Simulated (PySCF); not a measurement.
**Vibration and rotation of KSi**

UHF-CCSD(T) constants of KSi, ⁴Σ⁻ (quartet), unpaired electrons σ ↑, π ↑↑ (PySCF, spin-free X2C with a Gaussian nucleus, basis sets K x2c-SVPall, Si x2c-SVPall; masses 38.9637 and 27.9769 u):

- ωe: 201.3 cm⁻¹
- ωexe: 0.68 cm⁻¹
- Be: 0.10776 cm⁻¹
- αe: 0.000654 cm⁻¹
- D (centrifugal): 1.23e-07 cm⁻¹
- De to K + Si: 1.26 eV

**Question.** Give the vibrational terms G(v) and spacings up to v = 6.

**Answer.** G(v) = ωe(v+½) − ωexe(v+½)².

```tsv
v	G(v) (cm⁻¹)	G(v) − G(v−1)	Bv (cm⁻¹)
0	100.5		0.1074
1	300.4	199.9	0.1068
2	499.0	198.6	0.1061
3	696.2	197.2	0.1055
4	892.1	195.9	0.1048
5	1086.6	194.5	0.1042
6	1279.7	193.1	0.1035
```

**Question.** How well does the Morse estimate ωe²/(4ωexe) reproduce De, and what is D0?

**Answer.** It gives 1.85 eV, 147 % of the computed De. D0 = De − G(0) = 1.26 − 0.01 = 1.25 eV.

Correlated steps freeze 10 core orbitals. Correlated levels converge slowly with the basis: in double zeta they bind strong bonds too weakly, by up to about 1 eV, and carry superposition errors of some tenths. The state was picked by a PBE0 search and need not be the measured ground state.
